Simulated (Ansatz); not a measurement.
Reaction: GeSiH6 (SMILES [SiH3][GeH3]) → GeSiH5 (SMILES [GeH2][SiH3], doublet) + H (doublet) (the Ge-H bond breaks)
Each species at its own B3LYP-D3(BJ)/def2-TZVP minimum (Ansatz, a first-principles code).

Total energies in hartree (Ansatz). Open shells are spin-unrestricted; no spin-orbit coupling. Cores are frozen in correlated methods (noble-gas shells, and filled d and f shells in the p block). No relativity. Where a partner has so few electrons that a lower coupled-cluster level is exact, that level stands in.

| species | HF/def2-TZVPP | CCSD(T)/def2-TZVPP | HF/def2-QZVPP | CCSD(T)/def2-QZVPP | CCSD(T)/def2-SVP | CCSDT(Q)/def2-SVP |
|---|---|---|---|---|---|---|
| 1: GeSiH6 (SMILES [GeH3][SiH3]) | -2367.79236 | -2368.11020 | -2367.84383 | -2368.17624 | -2367.68873 | -2367.69005 |
| 2: GeSiH5 (SMILES [GeH2][SiH3], doublet) | -2367.18658 | -2367.47423 | -2367.23792 | -2367.53926 | -2367.05708 | -2367.05843 |
| 3: H (doublet) | -0.49981 | -0.49981 | -0.49998 | -0.49998 | -0.49928 | -0.49928 |

### Question
Work out the bond dissociation energy (electronic) in kJ/mol: take Hartree-Fock from def2-QZVPP, extrapolate the CCSD(T) correlation energy as X^-3 (X = 3, 4), and add CCSDT(Q) - CCSD(T) in def2-SVP. 1 hartree = 2625.5 kJ/mol.

### Answer

Species 1: correlation (64·(-0.33241) - 27·(-0.31784))/37 = -0.34304; step -0.00132; E1 = -2367.84383 + (-0.34304) + (-0.00132) = -2368.18819
Species 2: correlation (64·(-0.30134) - 27·(-0.28765))/37 = -0.31133; step -0.00135; E2 = -2367.23792 + (-0.31133) + (-0.00135) = -2367.55060
Species 3: correlation (64·(0.00000) - 27·(0.00000))/37 = 0.00000; step +0.00000; E3 = -0.49998 + (0.00000) + (+0.00000) = -0.49998
-1·E1 +1·E2 +1·E3 = 0.13761 hartree = 361.3 kJ/mol.
